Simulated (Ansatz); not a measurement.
Geometry optimisation of `[OH][Sn]([F])[Br]` radical.

```yaml
crystal:
  periodic: [false, false, false]
  atoms:
    - {symbol: O, position_ang: [0.390401, 1.403829, 0.210925]}
    - {symbol: Sn, position_ang: [-0.211038, -0.498689, 0.574399]}
    - {symbol: F, position_ang: [1.522001, -1.384118, 0.850840]}
    - {symbol: Br, position_ang: [-1.297401, -1.515170, -1.514499]}
    - {symbol: H, position_ang: [-0.354062, 1.920448, -0.163065]}
basis:
  gaussian: {orbitals: def2-TZVP}
magnetization: {spin_polarized: true, initial_magnetization: 1}
hamiltonian: {xc: pbe0, dispersion: d4}
relax: {f_tol: 0.005, max_steps: 150}
```

```sh
$ ansatz run in.yaml --threads 4 --pin off --events-out ev --progress --plain
```

It prints (some lines left out):

```
Functional definition: PBE0
mean field -80649.54146959 eV, -2963.8159827848 hartree, gradient 6.6e-5 eV, S^2 0.756791; 0 other end points of the search recorded, 0 dependent functions left out
relax step   1: F+E_penalty+E_count = -80649.64511116 eV  Δ(F+E_penalty+E_count) = +0.000e0 eV  max|allowed force component| = 1.038e0 eV/Å  Δτ_max = 0.0000 Å  (35 SCF iters, accepted)
mean field -80649.62835573 eV, -2963.8191757916 hartree, gradient 9.7e-6 eV, S^2 0.755010; 0 other end points of the search recorded, 0 dependent functions left out
relax step   2: F+E_penalty+E_count = -80649.73375822 eV  Δ(F+E_penalty+E_count) = -8.865e-2 eV  max|allowed force component| = 2.978e-1 eV/Å  Δτ_max = 0.0827 Å  (39 SCF iters, accepted)
mean field -80649.63371510 eV, -2963.8193727449 hartree, gradient 1.8e-5 eV, S^2 0.755054; 0 other end points of the search recorded, 0 dependent functions left out
relax step   3: F+E_penalty+E_count = -80649.73913294 eV  Δ(F+E_penalty+E_count) = -5.375e-3 eV  max|allowed force component| = 7.889e-2 eV/Å  Δτ_max = 0.0130 Å  (39 SCF iters, accepted)
mean field -80649.63419501 eV, -2963.8193903811 hartree, gradient 1.8e-5 eV, S^2 0.755027; 0 other end points of the search recorded, 0 dependent functions left out
relax step   4: F+E_penalty+E_count = -80649.73963173 eV  Δ(F+E_penalty+E_count) = -4.988e-4 eV  max|allowed force component| = 1.422e-2 eV/Å  Δτ_max = 0.0087 Å  (39 SCF iters, accepted)
mean field -80649.63426598 eV, -2963.8193929893 hartree, gradient 1.8e-5 eV, S^2 0.755022; 0 other end points of the search recorded, 0 dependent functions left out
relax step   5: F+E_penalty+E_count = -80649.73969568 eV  Δ(F+E_penalty+E_count) = -6.394e-5 eV  max|allowed force component| = 2.178e-3 eV/Å  Δτ_max = 0.0053 Å  (40 SCF iters, accepted)
mean field -80649.63426598 eV, -2963.8193929893 hartree, gradient 1.8e-5 eV, S^2 0.755022; 1 other end points of the search recorded, 0 dependent functions left out
Total energy: -80649.73972548 eV, -2963.8232685545 hartree
Atom 0 at     0.362022     1.352936     0.213061 Å, force    -0.000063     0.002111    -0.001257 eV/Å
Atom 1 at    -0.203144    -0.490266     0.565459 Å, force    -0.000359    -0.002178    -0.001149 eV/Å
Atom 2 at     1.486711    -1.353448     0.823564 Å, force    -0.000542     0.000018     0.000294 eV/Å
Atom 3 at    -1.260961    -1.479008    -1.473185 Å, force     0.000358    -0.000244     0.000867 eV/Å
Atom 4 at    -0.334726     1.896086    -0.170300 Å, force     0.000605     0.000292     0.001245 eV/Å
Dipole moment:    -0.606496     0.277130     0.181026 e Å
```

It took 46 s on 4 threads of a server CPU on a shared host, with 0.59 GiB of host memory at the peak.
